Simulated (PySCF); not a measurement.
B(H)2(NHMe) (CH₆BN), SMILES BNC. Atoms are numbered in the order given.

```xyz
9

B      0.2522     1.3582     0.0000
H     -0.3832     2.3680     0.0000
H      1.4464     1.3597     0.0000
N     -0.4183     0.1463     0.0000
C      0.1714    -1.1825     0.0000
H     -1.4276     0.1417     0.0000
H     -0.1262    -1.7507    -0.8853
H     -0.1262    -1.7507     0.8853
H      1.2558    -1.0883     0.0000
```
Charge 0, spin multiplicity 1.

The structure is a stationary point at B3LYP-D3(BJ)/def2-TZVP.

Computed with B3LYP-D3(BJ)/def2-TZVP in PySCF 2.14.0.

No scaling factor is applied to the harmonic values.

```tsv
mode	ν (cm⁻¹)	IR (km/mol)	moving atoms (share of kinetic energy)
1	178	0.1	H 82 %, N 12 %
2	406	3.7	H 46 %, N 25 %, B 15 %, C 15 %
3	436	26.0	H 76 %, N 21 %
4	809	56.7	H 95 %
5	894	3.3	H 55 %, B 21 %, C 21 %
6	986	12.7	H 57 %, C 18 %, N 14 %, B 11 %
7	1004	30.2	H 72 %, B 27 %
8	1152	1.0	H 75 %, C 19 %
9	1175	28.8	H 57 %, N 22 %, C 16 %
10	1203	1.2	H 77 %, N 16 %
11	1345	40.6	H 61 %, B 30 %
12	1460	11.7	H 84 %, C 15 %
13	1494	5.2	H 96 %
14	1496	21.8	H 80 %, N 9 %
15	1553	62.2	H 57 %, N 31 %, B 12 %
16	2570	103.1	H 95 %
17	2648	160.3	H 88 %, B 12 %
18	3019	57.0	H 97 %
19	3062	32.1	H 91 %, C 9 %
20	3123	13.9	H 91 %, C 9 %
21	3574	14.3	H 93 %
```
